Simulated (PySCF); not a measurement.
CH5GaN, charge +1. Atoms are numbered in the order given.

```xyz
8

Ga     0.0044    -0.0213     0.0159
C     -0.2267     1.5034    -1.0972
H     -1.0362     2.1250    -0.6845
H     -0.5006     1.1674    -2.1091
H      0.7113     2.0772    -1.1294
N      0.2127    -1.4246     1.0391
H      0.5673    -2.3197     0.7079
H     -0.0079    -1.4389     2.0330
```
Charge +1, spin multiplicity 1.

Geometry optimised at ωB97X-D3(BJ)/def2-SVP. The spin state was assumed, not searched. The isomer is the one that the SMILES or the coordinates give; other isomers of the formula were not compared. The values are those of a single conformer.

Calculation: PBE0/pcSseg-1 in PySCF.

GIAO shieldings, no solvent; atoms alike by connectivity are averaged. δ = σ(ref) − σ: ¹³C against TMS (σ = 186.3 ppm); ¹H against TMS (σ = 31.56 ppm); ¹⁵N against NH3 (σ = 267.4 ppm), references at their B3LYP-D3(BJ)/def2-TZVP geometries, non-relativistic.

```json
[
 {"atoms": "C2", "nucleus": "¹³C", "count": "1", "δ (ppm)": "3.5"},
 {"atoms": "H7, H8", "nucleus": "¹H", "count": "2", "δ (ppm)": "…"},
 {"atoms": "H3, H4, H5", "nucleus": "¹H", "count": "3", "δ (ppm)": "2.49"},
 {"atoms": "N6", "nucleus": "¹⁵N", "count": "1", "δ (ppm)": "…"}
]
```

Problem. Fill in the missing entries. (Estimate from the structure and the level; the computed values follow.)

Solution. 
- N6, δ (ppm): 64.6
- H7, H8, δ (ppm): 4.43
